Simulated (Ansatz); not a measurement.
[VO2F2]- (VO2F2⁻). Total charge -1; singlet. Geometry relaxed at PBE-D4/def2-SVPD.

```xyz
5

V     0.024    0.025   -0.036
O     0.213   -0.479   -1.569
O     0.743    1.471    0.138
F     0.763   -1.177    1.107
F    -1.743    0.159    0.359
```

The restricted singlet is unstable towards broken spin symmetry in Hartree–Fock (as tested in another run); at PBE-D4/def2-SVPD this wasn't settled.

Q: Estimate the harmonic wavenumbers at RKS PBE-D4/def2-SVPD (Ansatz, unscaled). Is this a minimum?

A: 193, 240, 260, 281, 359, 614, 647, 979, 981 cm⁻¹. Yes, no mode is imaginary beyond noise. Zero-point energy 27.2 kJ/mol. It took 41 s on 4 threads of Arm Neoverse N1 on a shared host.
